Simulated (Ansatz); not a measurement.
Si₂S₂, relaxed as a triplet with UKS PBE0-D4/def2-TZVP in Ansatz, starting from the PBE0-D4/def2-TZVP geometry of the neutral singlet. Force threshold 0.02 eV/Å.

At PBE0-D4/def2-TZVP a singlet of charge 0 lies 1.18 eV below the triplet, each at its own geometry. The structure comes from a short search, and lower isomers may exist.

Start:

```xyz
4

Si    0.016   -1.168   -0.804
Si   -0.098    1.352    0.414
S     1.610    0.094   -0.045
S    -1.528   -0.279    0.435
```

Task: Estimate the energy that the relaxation releases and the steps that it takes.

Result: 12.5 kcal/mol, in 5 steps; 12 s on 4 threads of Arm Neoverse V2 on a shared host. No frequencies were taken in this run, so the end may be a saddle point.

Task: Does the start keep its bonding and symmetry?

Result: By distances, no bond broke or formed. The bond that changes most is Si1–S3, from 2.17 to 2.14 Å (atoms count from 1). Point group C2v at the start, D2h at the end, both within 0.05 Å.

Task: Predict the relaxed structure.

Result: 
Cartesian coordinates in Å:
```
Si 0.0584 -1.2740 -0.6099
Si -0.0570 1.2717 0.6172
S 1.5706 0.1881 -0.2436
S -1.5720 -0.1858 0.2364
```
Bond lengths: 4 × S–Si 2.14 Å.
